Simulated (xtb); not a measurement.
C3H7BO2, SMILES CB1OCCO1. All values are semi-empirical tight-binding results from xtb (GFN2-xTB unless named), good for trends rather than for accurate numbers. Geometry optimised at GFN2-xTB. One conformer was computed; it need not be the lowest.

Optimised geometry:

```xyz
13

C      2.2645     0.1517     0.3216
B      0.7046     0.0433     0.1040
O      0.1155    -0.7901    -0.8062
C     -1.2850    -0.6233    -0.7502
C     -1.5120     0.4415     0.3500
O     -0.2161     0.7780     0.7975
H      2.5014     0.6482     1.2568
H      2.7316    -0.8284     0.3205
H      2.7222     0.7231    -0.4819
H     -1.7476    -1.5838    -0.5040
H     -1.6423    -0.2924    -1.7302
H     -2.0005     1.3420    -0.0342
H     -2.0885     0.0518     1.1947
```
Charge 0, spin multiplicity 1.

orbital gap: 6.98 eV
dipole moment: 1.54 D
zero-point energy: 65.1 kcal/mol
G − E(el) at 298.15 K (modified RRHO): 45.6 kcal/mol
static polarisability (D4 model): 55.2 bohr³
solvation energy, GFN2-xTB/ALPB(water): -1.3 kcal/mol
solvation energy, GFN2-xTB/ALPB(hexane): -4.0 kcal/mol

Computed IR lines (harmonic; lines under 4 % of the strongest left out, lines within 3 cm⁻¹ merged):
ν (cm⁻¹): 473 (w), 891 (m), 1052 (w), 1055 (m), 1151 (vs), 1262 (s), 1299 (m), 1306 (m), 1384 (w), 2930 (m), 2942 (w), 2946 (w), 3038 (w), 3056 (w), 3066 (w) (against the strongest line: vs over 80 %, s over 45 %, m over 15 %, w over 4 %, vw less)

Computed atomic charges and the Wiberg bond orders between heavy atoms:
charges (e) C1 -0.20, B2 0.44, O3 -0.35, C4 0.07, C5 0.07, O6 -0.35, H7 0.05, H8 0.05, H9 0.06, H10 0.04, H11 0.04, H12 0.04, H13 0.04. Bond orders C1–B2 1.01, B2–O3 1.14, O3–C4 0.99, C4–C5 0.98, B2–O6 1.14, C5–O6 0.99.
